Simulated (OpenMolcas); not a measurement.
## V²⁺: input and output

Input:

```
&GATEWAY
Coord
1

V 0.0 0.0 0.0
Basis=ANO-R2
Group=XYZ
NoMove
AngMom=0.0 0.0 0.0
AMFI
&SEWARD
* reference wave functions (RASSCF and RASSI steps not shown): 3 electrons in 5 orbitals (3d)
>>> COPY JOB001 $Project.JobIph
&CASPT2
Multistate=10 1 2 3 4 5 6 7 8 9 10
Frozen=1 0
IPEA=0.3
Sig2=0.2
MaxIter=60
WThr=0.0 0.3 0.05
PrWF=0.5
NoMix
>>> COPY JOB002 $Project.JobIph
&CASPT2
Multistate=40 1 2 3 4 5 6 7 8 9 10 11 12 13 14 15 16 17 18 19 20 21 22
23 24 25 26 27 28 29 30 31 32 33 34 35 36 37 38 39 40
Frozen=1 0
IPEA=0.3
Sig2=0.2
MaxIter=60
WThr=0.0 0.3 0.05
PrWF=0.5
NoMix
```

Launched by
```bash
OMP_NUM_THREADS=1 MOLCAS_MEM=2252 MOLCAS_PROJECT=a pymolcas a.inp > a.log  # once for each step of the input, in one work folder
```

Output, cut to the results:

```
--- CASPT2 ---
Orbital specifications:
      -----------------------

      Symmetry species                           1   2
                                                ag  au
      Frozen orbitals                            1   0
      Inactive orbitals                          2   6
      Active orbitals                            5   0
      Secondary orbitals                        27  20
      Deleted orbitals                           0   0
      Number of basis functions                 35  26
Type of calculation                        MS-CASPT2
      Fock operator                              state-specific
      IPEA shift                                 0.30
      Real shift                                 0.00
      Imaginary shift                            0.00
      Sigma^2 regularizer                        0.20
      The input orbitals will be transformed to quasi-canonical
Reference energy:        -947.4368717842
      E2 (Non-variational):      -0.3909411217
      Shift correction:          -0.0000005710
      E2 (Variational):          -0.3909416926
      Total energy:            -947.8278134768
      Residual norm:              0.0000004004
      Reference weight:           0.94714
      Contributions to the CASPT2 correlation energy
      Active & Virtual Only:         -0.0223128630
      One Inactive Excited:          -0.1602904124
      Two Inactive Excited:          -0.2083378462
Reference energy:        -947.4368717842
      E2 (Non-variational):      -0.3927226480
      Shift correction:          -0.0000040494
      E2 (Variational):          -0.3927266974
      Total energy:            -947.8295984815
      Residual norm:              0.0000009174
      Reference weight:           0.94593
      Contributions to the CASPT2 correlation energy
      Active & Virtual Only:         -0.0229945704
      One Inactive Excited:          -0.1608740489
      Two Inactive Excited:          -0.2088540288
::    CASPT2 Root  1     Total energy:   -947.82781348
::    CASPT2 Root  2     Total energy:   -947.82959848
::    CASPT2 Root  3     Total energy:   -947.82858645
::    CASPT2 Root  4     Total energy:   -947.82786100
::    CASPT2 Root  5     Total energy:   -947.82692634
::    CASPT2 Root  6     Total energy:   -947.82941708
::    CASPT2 Root  7     Total energy:   -947.82556960
::    CASPT2 Root  8     Total energy:   -947.77408452
::    CASPT2 Root  9     Total energy:   -947.77408454
::    CASPT2 Root 10     Total energy:   -947.77408452
::    MS-CASPT2 Root  1     Total energy:   -947.83066453
::    MS-CASPT2 Root  2     Total energy:   -947.82912199
::    MS-CASPT2 Root  3     Total energy:   -947.82859360
::    MS-CASPT2 Root  4     Total energy:   -947.82787366
::    MS-CASPT2 Root  5     Total energy:   -947.82751835
::    MS-CASPT2 Root  6     Total energy:   -947.82668856
::    MS-CASPT2 Root  7     Total energy:   -947.82540316
::    MS-CASPT2 Root  8     Total energy:   -947.77406554
::    MS-CASPT2 Root  9     Total energy:   -947.77405816
::    MS-CASPT2 Root 10     Total energy:   -947.77403846
--- CASPT2 ---
Orbital specifications:
      -----------------------

      Symmetry species                           1   2
                                                ag  au
      Frozen orbitals                            1   0
      Inactive orbitals                          2   6
      Active orbitals                            5   0
      Secondary orbitals                        27  20
      Deleted orbitals                           0   0
      Number of basis functions                 35  26
Type of calculation                        MS-CASPT2
      Fock operator                              state-specific
      IPEA shift                                 0.30
      Real shift                                 0.00
      Imaginary shift                            0.00
      Sigma^2 regularizer                        0.20
      The input orbitals will be transformed to quasi-canonical
Reference energy:        -947.3696251898
      E2 (Non-variational):      -0.4035979768
      Shift correction:          -0.0000383647
      E2 (Variational):          -0.4036363415
      Total energy:            -947.7732615313
      Residual norm:              0.0000002970
      Reference weight:           0.94337
      Contributions to the CASPT2 correlation energy
      Active & Virtual Only:         -0.0295168702
      One Inactive Excited:          -0.1643036955
      Two Inactive Excited:          -0.2097774111
Reference energy:        -947.3696251898
      E2 (Non-variational):      -0.4036073345
      Shift correction:          -0.0000375025
      E2 (Variational):          -0.4036448370
      Total energy:            -947.7732700268
      Residual norm:              0.0000002912
      Reference weight:           0.94335
      Contributions to the CASPT2 correlation energy
      Active & Virtual Only:         -0.0295577486
      One Inactive Excited:          -0.1642955218
      Two Inactive Excited:          -0.2097540641
::    CASPT2 Root  1     Total energy:   -947.77326153
::    CASPT2 Root  2     Total energy:   -947.77327003
::    CASPT2 Root  3     Total energy:   -947.77339136
::    CASPT2 Root  4     Total energy:   -947.77327818
::    CASPT2 Root  5     Total energy:   -947.77330428
::    CASPT2 Root  6     Total energy:   -947.77343737
::    CASPT2 Root  7     Total energy:   -947.77333523
::    CASPT2 Root  8     Total energy:   -947.77333181
::    CASPT2 Root  9     Total energy:   -947.77331287
::    CASPT2 Root 10     Total energy:   -947.75249042
::    CASPT2 Root 11     Total energy:   -947.75046552
::    CASPT2 Root 12     Total energy:   -947.75319960
::    CASPT2 Root 13     Total energy:   -947.75071803
::    CASPT2 Root 14     Total energy:   -947.75345548
::    CASPT2 Root 15     Total energy:   -947.75125154
::    CASPT2 Root 16     Total energy:   -947.75029929
::    CASPT2 Root 17     Total energy:   -947.75074164
...
```

Levels above the lowest, from the spin-orbit matrix with the multistate effective Hamiltonian, averaged by term, added to it:

```json
{"Configuration": "3d³", "Term": "⁴F", "J": "3/2", "E (cm⁻¹)": "0.0", "Measured (cm⁻¹)": "0.0", "Term weight %": "100", "Second": ""}
{"Configuration": "3d³", "Term": "⁴F", "J": "5/2", "E (cm⁻¹)": "152", "Measured (cm⁻¹)": "146", "Term weight %": "100", "Second": ""}
{"Configuration": "3d³", "Term": "⁴F", "J": "7/2", "E (cm⁻¹)": "359", "Measured (cm⁻¹)": "342", "Term weight %": "100", "Second": ""}
{"Configuration": "3d³", "Term": "⁴F", "J": "9/2", "E (cm⁻¹)": "620", "Measured (cm⁻¹)": "584", "Term weight %": "100", "Second": ""}
{"Configuration": "3d³", "Term": "⁴P", "J": "1/2", "E (cm⁻¹)": "12030", "Measured (cm⁻¹)": "11514", "Term weight %": "100", "Second": ""}
{"Configuration": "3d³", "Term": "⁴P", "J": "3/2", "E (cm⁻¹)": "12100", "Measured (cm⁻¹)": "11592", "Term weight %": "99", "Second": ""}
{"Configuration": "3d³", "Term": "²G", "J": "7/2", "E (cm⁻¹)": "12220", "Measured (cm⁻¹)": "11966", "Term weight %": "100", "Second": ""}
{"Configuration": "3d³", "Term": "⁴P", "J": "5/2", "E (cm⁻¹)": "12270", "Measured (cm⁻¹)": "11770", "Term weight %": "100", "Second": ""}
{"Configuration": "3d³", "Term": "²G", "J": "9/2", "E (cm⁻¹)": "12450", "Measured (cm⁻¹)": "12187", "Term weight %": "100", "Second": ""}
{"Configuration": "3d³", "Term": "²P", "J": "1/2", "E (cm⁻¹)": "15850", "Measured (cm⁻¹)": "15580", "Term weight %": "100", "Second": ""}
{"Configuration": "3d³", "Term": "²P", "J": "3/2", "E (cm⁻¹)": "15860", "Measured (cm⁻¹)": "15550", "Term weight %": "78", "Second": "21 ²D(1)"}
{"Configuration": "3d³", "Term": "²D(1)", "J": "3/2", "E (cm⁻¹)": "16740", "Measured (cm⁻¹)": "16330", "Term weight %": "79", "Second": "21 ²P"}
{"Configuration": "3d³", "Term": "²D(1)", "J": "5/2", "E (cm⁻¹)": "16840", "Measured (cm⁻¹)": "16375", "Term weight %": "100", "Second": ""}
{"Configuration": "3d³", "Term": "²H", "J": "9/2", "E (cm⁻¹)": "17410", "Measured (cm⁻¹)": "16811", "Term weight %": "100", "Second": ""}
{"Configuration": "3d³", "Term": "²H", "J": "11/2", "E (cm⁻¹)": "17590", "Measured (cm⁻¹)": "16978", "Term weight %": "100", "Second": ""}
{"Configuration": "3d³", "Term": "²F", "J": "7/2", "E (cm⁻¹)": "28380", "Measured (cm⁻¹)": "27728", "Term weight %": "100", "Second": ""}
{"Configuration": "3d³", "Term": "²F", "J": "5/2", "E (cm⁻¹)": "28480", "Measured (cm⁻¹)": "27847", "Term weight %": "100", "Second": ""}
{"Configuration": "3d³", "Term": "²D(2)", "J": "5/2", "E (cm⁻¹)": "43840", "Measured (cm⁻¹)": "42267", "Term weight %": "100", "Second": ""}
{"Configuration": "3d³", "Term": "²D(2)", "J": "3/2", "E (cm⁻¹)": "43970", "Measured (cm⁻¹)": "42371", "Term weight %": "100", "Second": ""}
```

Against the 18 measured excited levels shown (Sugar and Corliss, J. Phys. Chem. Ref. Data 7, 1191 (1978)) the mean absolute deviation is 510 cm-1; the largest miss in energy is 3d³ ²D_3/2(2): computed 43970, measured 42371 cm⁻¹ (+3.8 %), and the largest in proportion 3d³ ⁴F_9/2 (+6.2 %).

Term energies are means over components that CASPT2 splits; among the terms shown or strongly mixed into the levels shown the widest spread is 1200 cm-1 (3d³ ⁴F). Terms from blocks run as CI alone lack orbitals of their own. The CASPT2 spread within a term exceeds the gap to the next term for 3d³ ⁴P and 3d³ ²G, so the order of their levels is uncertain. Computed and measured levels are paired by configuration, term and J; levels that our copy of the source lacks, or whose pairing is in doubt (as where it misses far off the trend of its configuration), stay unpaired and out of the deviations. Levels of configurations outside the active space are missing.

The CASPT2 steps took 15 s on 1 thread of Arm Neoverse V1, with other jobs on the host; the integral step is not counted.

The term weight is that of the spin-free term in the level, not the purity of its configuration. A number in round brackets counts repeated terms of one configuration in the order of the reference energies.
